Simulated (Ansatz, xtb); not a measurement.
Molecule: sum formula SiPH4, net charge 0, doublet state. It need not be the lowest isomer of its formula. SMILES: [SiH2]P
Coordinates optimised at B3LYP-D3(BJ)/def2-TZVP (Ansatz, a first-principles code):
```
Si
H 1 1.4892
H 1 1.4892 2 108.42
P 1 2.2575 2 108.18 3 -117.10
H 4 1.4177 1 96.32 2 -73.60
H 4 1.4177 5 94.78 1 96.92
```
Charge 0, spin multiplicity 2.

Harmonic wavenumbers from GFN2-xTB (xtb, at its own minimum), cm⁻¹: 108, 432, 480, 516, 707, 718, 759, 1134, 2211, 2228, 2296, 2380.

Q: Give the harmonic wavenumbers at B3LYP-D3(BJ)/def2-TZVP (Ansatz, finite differences of forces, unscaled).

A: 181, 436, 481, 514, 741, 783, 917, 1089, 2167, 2195, 2388, 2399 cm⁻¹. Zero-point energy 20.4 kcal/mol.

Q: From these and the geometry, give the ideal-gas thermochemistry at 298.15 K and 1 atm (rigid rotor, harmonic oscillator).

A: Point group Cs, rotational symmetry number 1. Rotational constants 65.2, 5.844, 5.678 GHz. S(trans) 38.35, S(rot) 22.52, S(vib) 5.17, S(elec, spin only) 1.38, S 67.4 cal/(mol K). H(298) - H(0) 3.36 kcal/mol; G - E(el) 3.7 kcal/mol.
